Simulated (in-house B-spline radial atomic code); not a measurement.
The numbers below are computed, except where a source is named.
**Weak and strong correlation along the adiabatic connection**

Two-electron singlets in several external potentials (atomic units), by full CI in B-splines with partial waves to l = 8 (correlation energies up to 0.6 % small). The repulsion is scaled by λ at fixed density; W(λ) is the mean repulsion less the Hartree energy, W(0) = E_x, and the area under W from 0 to 1 is E_xc.

One system gave this curve:

```
   λ  W (hartree)
   0     -0.19369
0.02     -0.19574
0.05     -0.19863
0.12      -0.2046
0.25     -0.21341
 0.4     -0.22093
 0.6     -0.22813
 0.8      -0.2333
   1     -0.23721
 1.4     -0.24273
   2       -0.248
   3     -0.25321
 4.5     -0.25764
   7     -0.26171
  10     -0.26447
```

Task: Which system is it?
A. ω²r²/2, ω = 0.0861
B. −Z exp(−kr)/r, Z = 3.43, k = 0.898
C. −Z exp(−kr)/r, Z = 8.31, k = 1.64
D. ω²r²/2 − Z/r, ω = 1.07, Z = 0.3

Result: A. The exchange energy sets the size: ω²r²/2, ω = 0.0861: E_x = -0.194, E_c = -0.0282; −Z exp(−kr)/r, Z = 8.31, k = 1.64: E_x = -4.81, E_c = -0.0455; −Z exp(−kr)/r, Z = 3.43, k = 0.898: E_x = -1.79, E_c = -0.0444; ω²r²/2 − Z/r, ω = 1.07, Z = 0.3: E_x = -0.821, E_c = -0.0409 hartree.
